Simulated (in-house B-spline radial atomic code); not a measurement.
Settings and results of a run for the rhenium ion Re²⁺. Level of theory: scalar-relativistic (X2C) AM05, spin-polarised, spherical fractional occupations, Fermi nucleus of rms radius 5.3698 fm; calculated with an all-electron radial atomic-structure program (B-spline basis).

Command:
```bash
python run_scf.py task.json out
```
Settings (nuclear radius in fm, mass in u):
```
Z                75
configuration    [Xe] 4f14 5d5
hamiltonian      x2c
method           am05
spin_polarised   True
nucleus          fermi
rms_radius       5.3698
atomic_mass      186.95575
speed_of_light   137.035999084
```

Output (hartree, bohr):
```
 radial grid: 78 intervals, B-splines of order 8, outer radius 53.7037 bohr

 iter        energy (Eh)    residual
    1      -16681.659656    5.46e-01
    2      -16682.380593    1.54e-01
    3      -16682.756794    5.25e-02
    4      -16682.806926    1.77e-02
    5      -16682.797321    2.89e-02
    6      -16682.813601    8.55e-04
    7      -16682.813618    2.28e-04
    8      -16682.813619    9.84e-05
    9      -16682.813620    1.53e-06
   10      -16682.813620    1.45e-07

 total energy                    -16682.81362
 kinetic                           18868.5007
 electron-nucleus                 -41719.7157
 Hartree                            6494.6026
 exchange-correlation               -326.2012

 orbital      occ     eigenvalue          <r>       <r^2>       <1/r>       r_max
 1s up      1.000     -2622.6123    0.0172393 0.000417157     97.5224     0.01029
 1s down    1.000     -2622.6126    0.0172393 0.000417156     97.5224     0.01029
 2s up      1.000      -455.2237    0.0754597  0.00679923      22.801     0.06441
 2s down    1.000      -455.2145    0.0754594  0.00679919     22.8012      0.0644
 2p up      3.000      -398.9696    0.0677865  0.00563149     19.0111     0.05244
 2p down    3.000      -398.9622     0.067786  0.00563141     19.0112     0.05243
 3s up      1.000      -105.8563     0.197105   0.0445618     8.19778      0.1823
 3s down    1.000      -105.8525     0.197103   0.0445604     8.19781      0.1823
 3p up      3.000       -89.1725      0.19722   0.0452044     7.19179      0.1802
 3p down    3.000       -89.1684     0.197217   0.0452027     7.19182      0.1802
 3d up      5.000       -69.5436     0.179255   0.0376631     6.69559      0.1467
 3d down    5.000       -69.5370     0.179256   0.0376632     6.69548      0.1467
 4s up      1.000       -22.5410     0.440907    0.219742     3.40727      0.4133
 4s down    1.000       -22.5327     0.440921    0.219745     3.40688      0.4134
 4p up      3.000       -17.0345     0.468031    0.249422     3.00425      0.4329
 4p down    3.000       -17.0265     0.467998    0.249358     3.00412      0.4329
 4d up      5.000        -9.9507     0.500561    0.290447     2.65199      0.4438
 4d down    5.000        -9.9410     0.500296    0.290039     2.65274      0.4438
 5s up      1.000        -3.7576      1.04074     1.21727     1.31304      0.9409
 5s down    1.000        -3.6796      1.03213     1.19672     1.32649      0.9364
 5p up      3.000        -2.3804      1.21022     1.65891     1.09151       1.063
 5p down    3.000        -2.2777      1.19667      1.6226     1.10683       1.055
 4f up      7.000        -2.1639      0.58291    0.423716     2.15878      0.4165
 4f down    7.000        -2.1454     0.578341     0.41512     2.16824      0.4163
 5d up      5.000        -0.8326      1.76804     3.64725    0.730847       1.417
```


One-electron X2C: radii and densities carry no picture-change correction, so inner-shell <1/r> comes out high (for 1s by about 2 % at Z = 33, 5 % at 54, 10 % at 75, 30 % at 118) and <r> low.
